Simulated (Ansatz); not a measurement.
Sn18H28, relaxed as a singlet with RKS PBE-D4/def2-SVP in Ansatz, starting from a model built from a lattice or polyhedron. Force threshold 0.03 eV/Å.

In the def2 sets Sn takes a core potential; there is no spin–orbit coupling. Single mean-field runs in def2-SVP are fitted with def2-universal-jkfit.

Start:

```tsv
atom	x (Å)	y (Å)	z (Å)
Sn1	-3.753	-2.934	0.959
Sn2	-0.790	-4.185	-2.317
Sn3	-4.154	1.471	2.156
Sn4	-1.174	0.252	-1.108
Sn5	-1.579	4.651	0.103
Sn6	0.360	1.660	2.995
Sn7	1.399	3.419	-3.170
Sn8	0.759	-2.768	1.769
Sn9	3.285	0.411	-0.287
Sn10	1.798	-0.993	-4.374
Sn11	-4.219	-1.135	3.119
Sn12	-1.219	-2.383	-0.165
Sn13	1.707	-3.624	-3.434
Sn14	0.272	-0.982	3.937
Sn15	1.329	0.785	-2.227
Sn16	0.951	5.187	-1.020
Sn17	2.891	2.184	1.858
Sn18	3.263	-2.245	0.662
H19	-3.810	-4.528	1.529
H20	-5.001	-2.702	-0.225
H21	-2.007	-3.953	-3.483
H22	-0.841	-5.801	-1.728
H23	-5.369	1.687	0.995
H24	-4.421	2.550	3.478
H25	-2.397	0.450	-2.304
H26	-2.787	4.883	-1.068
H27	-1.853	5.745	1.398
H28	0.055	2.748	4.316
H29	0.204	3.642	-4.348
H30	2.957	3.747	-3.864
H31	0.714	-4.371	2.365
H32	4.879	0.723	-0.939
H33	0.575	-0.777	-5.542
H34	3.339	-0.649	-5.068
H35	-5.758	-1.494	3.774
H36	-3.016	-1.378	4.320
H37	2.025	-4.698	-4.722
H38	2.951	-3.846	-2.248
H39	-1.257	-1.320	4.626
H40	1.500	-1.192	5.113
H41	2.161	4.992	0.210
H42	1.025	6.787	-1.586
H43	2.909	3.783	1.292
H44	4.086	1.968	3.044
H45	3.543	-3.314	-0.650
H46	4.469	-2.454	1.862
```

Question: Estimate the energy that the relaxation releases and the steps that it takes.

Answer: 440.6 kJ/mol, in 32 steps; 3.5 min on 4 threads of AMD EPYC 7R13 on a shared host and a share (37 GiB) of an NVIDIA H100 80GB HBM3. The force fell under the threshold at step 17, but the optimiser went on and released 0.062 eV more. No frequencies were taken in this run, so the end may be a saddle point.

Question: Does the start keep its bonding and symmetry?

Answer: Bonds formed: Sn3–Sn4, Sn5–Sn6 (atoms count from 1).

Question: Predict the relaxed structure.

Answer: 
```csv
atom,x (Å),y (Å),z (Å)
Sn1,-3.7573,-3.4819,1.1153
Sn2,-0.3118,-4.4661,-2.0066
Sn3,-3.4353,1.0739,0.9926
Sn4,-1.6588,-0.0737,-0.8996
Sn5,-0.5403,4.0869,1.2622
Sn6,0.9408,2.3321,2.9094
Sn7,0.9900,3.6149,-2.7482
Sn8,0.6024,-2.4548,2.0866
Sn9,3.1393,0.2697,-0.4398
Sn10,0.9752,-0.6293,-4.2796
Sn11,-4.9228,-1.0881,2.0483
Sn12,-1.2711,-2.7302,0.0018
Sn13,1.6308,-3.2968,-3.6782
Sn14,-0.0667,-0.2079,3.6678
Sn15,0.8069,0.9115,-1.9100
Sn16,1.1279,5.4044,-0.5787
Sn17,3.4778,2.0453,1.7171
Sn18,3.1142,-2.2368,0.8450
H19,-3.5477,-4.6380,2.3932
H20,-4.7641,-4.2183,-0.0922
H21,-1.6722,-4.9432,-2.9763
H22,0.3032,-5.9079,-1.2563
H23,-4.4578,2.2353,0.2074
H24,-2.6387,1.8776,2.3049
H25,-2.6331,-0.1789,-2.3506
H26,-1.6069,3.2253,0.1902
H27,-1.5304,5.1378,2.2243
H28,1.1385,3.2083,4.4067
H29,-0.4166,3.9788,-3.7019
H30,2.3650,3.7124,-3.8084
H31,0.5606,-3.8343,3.1526
H32,4.4678,0.3930,-1.5629
H33,-0.5494,-0.5935,-5.1091
H34,2.1588,0.0415,-5.3602
H35,-6.5863,-0.9846,1.5639
H36,-4.8773,-1.0346,3.7819
H37,1.7944,-4.2561,-5.1193
H38,3.1658,-3.3245,-2.8693
H39,-1.7998,-0.1759,3.8255
H40,0.5529,-0.4685,5.2743
H41,2.7548,5.5910,-0.0174
H42,0.5278,6.9718,-1.0200
H43,4.0931,3.5942,1.2303
H44,4.6060,1.3664,2.8514
H45,3.3233,-3.5655,-0.2531
H46,4.4271,-2.2827,1.9846
```
Bond lengths (bridged metal pairs left out): 22 × Sn–Sn 2.81 to 2.84 Å; 28 × H–Sn 1.73 to 1.75 Å.
